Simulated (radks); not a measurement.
Results of a calculation; reference values are marked as such.
Neutral osmium inside a hard spherical wall (all orbitals vanish at R), configuration held at [Xe] 4f14 5d6 6s2 and not refilled when levels cross. Level of theory: scalar-relativistic Kohn-Sham, PBE, spin-unpolarised, spherical densities, finite nucleus; Fermi nuclear charge, rms radius 5.4126 fm (a radial shooting solver on a logarithmic mesh with Libxc functionals). Eigenvalues in eV, with the zero of energy where the potential of the charges vanishes at infinity; a dash marks a level that is unbound or too diffuse for the functional's potential to be trusted. A positive occupied level is held by the wall or, in an anion where self-interaction has pushed it up, behind a barrier. The pressure on the wall is -dE/dV.

| R (bohr) | E (hartree) | kinetic (hartree) | e(4f) | e(5p) | e(5d) | e(6s) | e(6p, empty) | e(7s, empty) | pressure (GPa) |
|---|---|---|---|---|---|---|---|---|---|
| free | -17250.7248 | 19112.198 | -51.987 | -50.845 | -6.258 | -6.144 | -1.270 | - | 0 |
| 15 | -17250.7248 | 19112.198 | -51.987 | -50.845 | -6.258 | -6.143 | -1.266 | 0.279 | < 0.0001 |
| 12 | -17250.7248 | 19112.198 | -51.986 | -50.843 | -6.257 | -6.142 | -1.238 | 0.745 | 0.000290 |
| 8 | -17250.7222 | 19112.224 | -51.847 | -50.707 | -6.131 | -6.022 | -0.768 | 3.912 | 0.123 |
| 7 | -17250.7153 | 19112.278 | -51.599 | -50.463 | -5.910 | -5.799 | -0.226 | 6.504 | 0.580 |
| 6 | -17250.6904 | 19112.442 | -50.947 | -49.835 | -5.344 | -5.186 | 0.986 | 11.413 | 2.90 |
| 5 | -17250.5966 | 19112.958 | -49.248 | -48.236 | -3.902 | -3.455 | 3.918 | 21.563 | 16.1 |
| 3.5 | -17249.6428 | 19117.088 | -40.156 | -40.204 | 3.968 | 8.344 | 21.179 | 69.769 | 318 |
| 2.5 | -17244.7522 | 19135.816 | -17.460 | -21.379 | 26.385 | 51.726 | 77.362 | 197.59 | 4330 |
| 1.5 | -17188.7488 | 19322.987 | 87.607 | 92.300 | 170.14 | 369.11 | 433.20 | 875.36 | 185000 |
